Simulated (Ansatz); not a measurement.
`CN(C)c1ccc(/C=C/c2ccc(/C=C/c3ccc(/C=C/c4ccc(/C=C/C#N)cc4)cc3)cc2)cc1`. Total charge 0; triplet. Geometry r2SCAN-D4/def2-SVP, that of the neutral singlet; atoms count from 1.

Cartesian coordinates in Å:
```
C 11.195 6.426 -1.997
N 10.799 5.634 -0.855
C 11.750 5.360 0.200
C 9.539 5.084 -0.806
C 9.131 4.269 0.285
C 7.861 3.715 0.330
C 6.914 3.925 -0.698
C 5.580 3.355 -0.700
C 5.016 2.572 0.258
C 3.687 1.987 0.231
C 2.778 2.142 -0.841
C 1.529 1.539 -0.815
C 1.106 0.743 0.276
C -0.204 0.119 0.230
C -0.764 -0.682 1.176
C -2.062 -1.327 1.111
C -2.487 -2.134 2.191
C -3.712 -2.787 2.170
C -4.588 -2.675 1.067
C -5.848 -3.393 1.090
C -6.787 -3.432 0.107
C -8.041 -4.164 0.137
C -8.477 -4.934 1.240
C -9.684 -5.616 1.202
C -10.525 -5.573 0.067
C -11.774 -6.313 0.090
C -12.695 -6.393 -0.908
C -13.889 -7.147 -0.783
N -14.879 -7.762 -0.702
C -10.094 -4.803 -1.036
C -8.888 -4.120 -0.998
C -4.167 -1.860 -0.012
C -2.946 -1.208 0.009
C 2.010 0.595 1.353
C 3.258 1.198 1.326
C 7.329 4.735 -1.777
C 8.595 5.301 -1.842
H 12.224 6.779 -1.855
H 10.548 7.313 -2.127
H 11.160 5.846 -2.939
H 12.687 5.889 -0.012
H 11.383 5.704 1.184
H 11.979 4.281 0.286
H 9.819 4.066 1.106
H 7.599 3.092 1.190
H 4.986 3.599 -1.590
H 5.601 2.333 1.154
H 3.057 2.741 -1.712
H 0.849 1.673 -1.662
H -0.773 0.326 -0.684
H -0.197 -0.889 2.092
H -1.829 -2.244 3.058
H -4.010 -3.407 3.022
H -6.028 -3.964 2.009
H -6.606 -2.871 -0.817
H -7.862 -4.996 2.141
H -9.998 -6.205 2.070
H -11.984 -6.861 1.016
H -12.554 -5.873 -1.863
H -10.713 -4.738 -1.935
H -8.575 -3.530 -1.865
H -4.814 -1.738 -0.885
H -2.663 -0.592 -0.849
H 1.732 -0.008 2.221
H 3.940 1.061 2.172
H 6.625 4.923 -2.596
H 8.853 5.916 -2.705
```

Single mean-field runs in def2-SVP are fitted with def2-universal-jkfit. At PBE0-D4/def2-SVP a singlet of charge 0 lies 1.85 eV below the triplet at the same geometry.

Q: Estimate the Mulliken populations of the heavy atoms from the PBE0/def2-SVP orbitals of Ansatz.

A: 
| atom | charge (e) | spin (α − β) |
| --- | --- | --- |
| C1 | 0.06 | 0.00 |
| N2 | -0.40 | 0.05 |
| C3 | 0.07 | 0.00 |
| C4 | 0.21 | 0.07 |
| C5 | -0.08 | -0.04 |
| C6 | -0.03 | 0.08 |
| C7 | 0.03 | -0.05 |
| C8 | 0.00 | 0.26 |
| C9 | -0.01 | -0.10 |
| C10 | 0.03 | 0.25 |
| C11 | -0.02 | -0.05 |
| C12 | -0.03 | 0.11 |
| C13 | 0.03 | 0.02 |
| C14 | -0.02 | 0.28 |
| C15 | 0.00 | 0.23 |
| C16 | 0.02 | 0.06 |
| C17 | -0.03 | 0.13 |
| C18 | -0.04 | -0.05 |
| C19 | 0.03 | 0.26 |
| C20 | -0.01 | -0.09 |
| C21 | -0.01 | 0.29 |
| C22 | 0.03 | -0.08 |
| C23 | -0.03 | 0.12 |
| C24 | -0.02 | -0.08 |
| C25 | 0.00 | 0.14 |
| C26 | 0.02 | -0.07 |
| C27 | -0.13 | 0.13 |
| C28 | -0.07 | -0.04 |
| N29 | -0.04 | 0.05 |
| C30 | -0.01 | -0.06 |
| C31 | -0.03 | 0.09 |
| C32 | -0.02 | -0.07 |
| C33 | -0.02 | 0.12 |
| C34 | -0.02 | 0.17 |
| C35 | -0.03 | -0.10 |
| C36 | -0.04 | 0.07 |
| C37 | -0.08 | -0.04 |
Mulliken values and Mayer orders depend strongly on the basis.

Q: Where does the spin sit?

A: Summed by element: C 1.96, N 0.10, H -0.06, of 2 unpaired in all. Largest on single atoms: C21 0.29, C14 0.28, C19 0.26.

Q: And the Mayer bond orders between bonded heavy atoms (over 0.3)?

A: C1–N2 0.99 (1.45 Å); N2–C3 0.99 (1.45 Å); N2–C4 1.15 (1.38 Å); C4–C5 1.27 (1.42 Å); C4–C37 1.28 (1.42 Å); C5–C6 1.48 (1.39 Å); C6–C7 1.29 (1.41 Å); C7–C8 1.16 (1.45 Å); C7–C36 1.29 (1.41 Å); C8–C9 1.54 (1.36 Å); C9–C10 1.21 (1.45 Å); C10–C11 1.22 (1.41 Å); C10–C35 1.24 (1.42 Å); C11–C12 1.53 (1.39 Å); C12–C13 1.21 (1.42 Å); C13–C14 1.30 (1.45 Å); C13–C34 1.21 (1.41 Å); C14–C15 1.30 (1.36 Å); C15–C16 1.32 (1.45 Å); C16–C17 1.20 (1.41 Å); C16–C33 1.19 (1.42 Å); C17–C18 1.51 (1.39 Å); C18–C19 1.22 (1.41 Å); C19–C20 1.23 (1.45 Å); C19–C32 1.21 (1.42 Å); C20–C21 1.50 (1.36 Å); C21–C22 1.17 (1.45 Å); C22–C23 1.29 (1.41 Å); C22–C31 1.27 (1.42 Å); C23–C24 1.46 (1.39 Å); C24–C25 1.29 (1.41 Å); C25–C26 1.15 (1.45 Å); C25–C30 1.30 (1.41 Å); C26–C27 1.71 (1.36 Å); C27–C28 1.12 (1.42 Å); C28–N29 2.93 (1.17 Å); C30–C31 1.47 (1.39 Å); C32–C33 1.57 (1.38 Å); C34–C35 1.51 (1.39 Å); C36–C37 1.44 (1.39 Å).
